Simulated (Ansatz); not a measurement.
ClFO2W (`[O]=[W](=[O])([F])[Cl]`) at its PBE0-D4/def2-TZVP geometry, where that method's forces vanish. Total charge 0; spin multiplicity 1. W takes the def2 core potential.

```xyz
5

O     0.1674    1.6847   -0.3166
W     0.0053    0.0163   -0.0837
O    -1.4423   -0.4411   -0.8317
F     1.4195   -0.8584   -0.8936
Cl   -0.1499   -0.4015    2.1255
```

Question: What forces (eV/Å) does ωB97M-V/def2-TZVPP give on these atoms in Ansatz? (An estimate is asked.)

Answer: Computed: 
```
O1  -0.001 -0.327  0.061
W2  -0.345  0.352 -0.374
O3   0.290  0.057  0.154
F4   0.045 -0.036  0.007
Cl5  0.012 -0.046  0.152
```
